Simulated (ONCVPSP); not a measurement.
Sb: excitation energies, all-electron against ONCV

ONCVPSP 4.0.1 input, shortened (lines: element, Z, core and valence counts, functional; n l f; lmax; l rc ep ncon nbas qcut; lloc lpopt rc5 dvloc0; l nproj debl; icmod fcfact rcfact), PBEsol, non-relativistic:

```
  Sb 51.00    8    3  -116133      upf
    1    0    2.00
    2    0    2.00
    2    1    6.00
    3    0    2.00
    3    1    6.00
    3    2   10.00
    4    0    2.00
    4    1    6.00
    4    2   10.00
    5    0    2.00
    5    1    3.00
    2
    0    2.05    0.00    4    8    3.50
    1    2.35    0.00    4    7    3.80
    2    1.25    0.00    4    9   11.70
    4    5    1.05    4.00
    0    2    2.10
    1    2    1.90
    2    2    1.10
    1    0.20    0.00
```

In the d channel the program set the typed energies aside and used -1.293, 0.250 Ha.

Energies are relative to the spin-unpolarised reference configuration 4d10 5s2 5p3; without spin polarisation the order of configurations can differ from experiment.

| valence configuration | charge | ΔE all-electron (eV) | error AE − PS (meV) |
| --- | --- | --- | --- |
| 4d10 5s2 5p0 | +3 | 48.765 | -4.4 |
| 4d10 5s0 5p5 | 0 | 14.359 | -6.4 |

**Question.** What are ΔE and the potential's error for 4d10 5s2 5p1?

**Answer.** ΔE = 24.403 eV all-electron; the error (AE − PS) is -0.4 meV.

**Question.** What are ΔE and the potential's error for 4d10 5s2 5p2?

**Answer.** ΔE = 8.396 eV all-electron; the error (AE − PS) is +0.1 meV.

Levels in the configuration 4d10 5s2 5p0:

| level | all-electron (eV) | pseudo (eV) |
| --- | --- | --- |
| 4d | -64.275 | -64.055 |
| 5s | -37.531 | -37.535 |

Note: ghosts flagged at negative energy: s at -144.6 eV; GHOST(+) flagged for p at 25.7 eV. A true bound ghost makes a file unfit for plane-wave use.
